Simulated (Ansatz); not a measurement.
Geometry optimisation, RKS PBE-D4/def2-mTZVP in Ansatz 0.2.0.

Input file:

```yaml
crystal:
  periodic: [false, false, false]
  atoms:
    - { symbol: Al, position_ang: [0.749279, -1.706559, 0.022634] }
    - { symbol: O, position_ang: [1.419944, -0.083228, -0.46544] }
    - { symbol: H, position_ang: [-0.285334, -2.299614, -1.023241] }
    - { symbol: H, position_ang: [1.378052, -2.424554, 1.296251] }
    - { symbol: H, position_ang: [-1.563099, 0.56314, 1.009139] }
    - { symbol: F, position_ang: [-1.551769, -0.252576, 1.443489] }
    - { symbol: H, position_ang: [-0.059271, 1.612476, -0.694889] }
    - { symbol: O, position_ang: [-0.844942, 2.135281, -0.439541] }
    - { symbol: H, position_ang: [2.123388, 0.260686, 0.112908] }
    - { symbol: H, position_ang: [-1.366347, 2.194947, -1.26131] }
basis:
  gaussian: { orbitals: def2-mTZVP }
hamiltonian:
  xc: pbe
  dispersion: d4
relax:
  f_tol: 0.03
  max_steps: 50
```

Run as:

```bash
$ ansatz run input.yaml --threads 2 --pin off --max-ram 3072MiB --backend cpu --events-out ev --progress --plain --runs-dir out
```

Where does it end, and by what steps?

It converged. After 17 steps the energy has fallen by 1.676 eV; H7 moved furthest, 0.88 Å. Parted: H5–F6, H7–O8. Joined: Al1–F6, O2–H7, H5–O8.

```tsv
step	energy less start (eV)	largest force component (eV/Å)	accepted
0	0.0000	1.419	yes
1	-0.2469	0.889	yes
2	-0.5093	0.526	yes
3	-0.7837	0.691	yes
4	-0.9782	0.693	yes
5	-1.0852	0.998	yes
6	-1.1645	0.489	yes
7	-1.2581	0.604	yes
8	-1.1622	4.578	no
9	-1.3904	0.786	yes
10	-1.5182	0.840	yes
11	-1.4436	2.732	no
12	-1.6047	0.577	yes
13	-1.6519	0.313	yes
14	-1.6704	0.153	yes
15	-1.6714	0.160	yes
16	-1.6752	0.184	yes
17	-1.6759	0.022	yes
```

```xyz
10
Properties=species:S:1:pos:R:3
Al 0.188 -1.469 0.236
O 1.075 0.122 -0.518
H -0.228 -2.361 -1.020
H 1.265 -1.922 1.332
H -1.254 1.080 0.411
F -1.175 -0.608 0.891
H 0.426 0.923 -0.435
O -0.802 1.834 -0.057
H 1.882 0.362 -0.023
H -1.377 2.039 -0.818
```

Whether the end is a true minimum wasn't checked by a vibrational analysis.

The run took 25 s on 2 threads of AMD EPYC 7B13 (Zen 3), on a shared host, peak memory 0.17 GiB.
